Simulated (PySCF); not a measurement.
Computed properties of C4H12OSi, SMILES CCOC[SiH2]C

C4H12OSi, SMILES C(C)OC[SiH2]C. Geometry optimised at B3LYP-D3(BJ)/def2-SVP. Other conformers were not sampled. All values are computed for the isolated molecule unless a solvent is named; none is compared with measurement here.

**Structure.** All 48 harmonic modes at B3LYP-D3(BJ)/def2-SVP (PySCF) are real, so it is a minimum. With heavy atoms numbered as in [CH3:1][CH2:2][O:3][CH2:4][SiH2:5][CH3:6], the shortest bond between them is C2–O3 at 1.410 Å and the longest C4–Si5 at 1.912 Å.

**Vibrations.** The strongest infrared lines (harmonic, unscaled, degenerate partners summed) lie at 902 cm⁻¹ (238 km/mol, H 76 %, Si 12 %, C 10 %), 1162 cm⁻¹ (144 km/mol, C 40 %, O 39 %, H 21 %), 2207 cm⁻¹ (118 km/mol, H 97 %). The softest mode is at 39 cm⁻¹ and the zero-point energy is 94.9 kcal/mol.

**Electronic structure.** CAM-B3LYP/def2-TZVP (PySCF) places the frontier levels at -8.27 and 1.57 eV, a gap of 9.84 eV, and gives a dipole moment of 1.47 D. PBE/def2-TZVP (PySCF) at the same geometry gives -5.41 and -0.10 eV, so its gap is 4.53 eV narrower. An orbital gap is neither the optical nor the fundamental gap.

**Excitations.** TDA-CAM-B3LYP/def2-SVPD (PySCF) has S1 at 6.65 eV (186 nm, f = 0.027, weak); the most intense of the 6 singlets computed lies at 7.73 eV (f = 0.06). T1 (TDA) is at 6.33 eV, 0.32 eV under S1. TDA-PBE/def2-SVPD (PySCF) puts S1 at 5.28 eV. No vertical singlet excitation falls in the visible range (under 3.1 eV).

**NMR.** GIAO shifts at PBE0/pcSseg-1 (PySCF) (non-relativistic, atoms alike by connectivity averaged): ¹³C from -7.4 to 71.1 ppm against TMS; ¹H from 0.4 to 4.4 ppm against TMS; ²⁹Si at -51.6 ppm against TMS.

**Solvation.** SMD-PBE0/def2-SVP (PySCF) gives 0.0 kcal/mol in water, -2.0 kcal/mol in dimethylsulfoxide, -3.9 kcal/mol in 2-propanol (1 M in both phases, gas-phase geometry); of these solvents 2-propanol holds the molecule best.
